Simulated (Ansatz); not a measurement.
Input file for C$_{2}$H$_{8}$BGeN, SMILES `B[CH]([GeH3])C=N`:

```yaml
crystal:
  periodic: [false, false, false]
  atoms:
    - {symbol: B, position_ang: [-0.953956, 0.031693, 1.296887]}
    - {symbol: C, position_ang: [-0.538930, 0.047089, -0.173353]}
    - {symbol: Ge, position_ang: [1.019119, -1.192835, 0.238404]}
    - {symbol: C, position_ang: [0.007589, 1.293711, -0.763917]}
    - {symbol: N, position_ang: [-0.190582, 1.750653, -1.926623]}
    - {symbol: H, position_ang: [-0.469565, 0.819622, 2.058722]}
    - {symbol: H, position_ang: [-1.703094, -0.805485, 1.706831]}
    - {symbol: H, position_ang: [-1.160882, -0.516748, -0.872170]}
    - {symbol: H, position_ang: [0.968032, -1.659456, 1.705347]}
    - {symbol: H, position_ang: [2.312975, -0.412246, -0.005011]}
    - {symbol: H, position_ang: [0.882458, -2.403218, -0.689282]}
    - {symbol: H, position_ang: [0.634764, 1.890528, -0.092805]}
    - {symbol: H, position_ang: [-0.787427, 1.121792, -2.468227]}
basis:
  gaussian: {orbitals: def2-TZVPP}
correlation: {method: ccsd_t}
```

```sh
$ ansatz run in.yaml --threads 2 --pin off --events-out ev --progress --plain --max-ram 32768MiB --backend cuda --devices 0, --max-vram 18GiB
```

Output of Ansatz, abridged:

```
Functional definition: HF
1693 factors; integrals over basis functions are off by at most 1.2e-3 eV
mean field evaluation 1: about -60810.2966 eV, gradient 3.9e1 eV
mean field evaluation 2: about -60810.5205 eV, gradient 3.9e1 eV
mean field evaluation 4: about -60814.8789 eV, gradient 4.8e0 eV
mean field evaluation 8: about -60814.9714 eV, gradient 4.0e-1 eV
mean field evaluation 16: about -60814.9733 eV, gradient 2.0e-6 eV
mean field -60814.97325166 eV, -2234.9090451290 hartree, gradient 2.0e-6 eV, S^2 0.000000; 0 other end points of the search recorded, 0 dependent functions left out
13 core orbitals not correlated: weight in the atoms' cores, before any rotation towards them, 1.000 or more for the frozen orbitals, at most 0.000 for the correlated occupied ones
reference -60814.97325166 eV, -2234.9090451290 hartree; 19, 19 occupied and 252, 252 virtual orbitals, 1693 factors
second order -24.61858618 eV of doubles, -0.00000000 eV of singles
cycle   1  -24.89754337 eV  change   -2.8e-1 eV  update   1.2e-1
cycle   2  -25.65899826 eV  change   -7.6e-1 eV  update   3.6e-2
cycle   3  -25.79140152 eV  change   -1.3e-1 eV  update   1.8e-2
cycle   4  -25.77880515 eV  change    1.3e-2 eV  update   4.9e-3
cycle   5  -25.77749014 eV  change    1.3e-3 eV  update   2.6e-3
cycle   6  -25.77822660 eV  change   -7.4e-4 eV  update   8.2e-4
cycle   7  -25.77791341 eV  change    3.1e-4 eV  update   3.9e-4
cycle   8  -25.77785988 eV  change    5.4e-5 eV  update   1.4e-4
cycle   9  -25.77790565 eV  change   -4.6e-5 eV  update   6.2e-5
cycle  10  -25.77790359 eV  change    2.1e-6 eV  update   2.5e-5
perturbative correction -1.09264031 eV, -0.0401537909 hartree
Total energy: -60841.84379556 eV, -2235.8965194041 hartree
```

Run time 11 s (2 threads of an AMD EPYC 7R13 on a shared host and a share of an NVIDIA H100 80 GB); peak host memory 0.82 GiB.

Correlation energy per correlated electron: -0.707 eV. T1 diagnostic: 0.0127.
